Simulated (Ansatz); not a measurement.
**Question.** Name a neutral molecule of F, N, O, Ta and H with HOMO energy (PBE/def2-TZVPP) between -6.50 and -6.20 eV and LUMO energy (PBE/def2-TZVPP) between -1.20 and -0.90 eV (Ansatz, PBE0-D4/def2-TZVP geometry).

**Answer.** `[NH]=[Ta]([NH2])([OH])[F]` (-6.33 eV, -1.04 eV). Other molecules can fit too; these were computed, each in one conformer that needn't be the lowest.
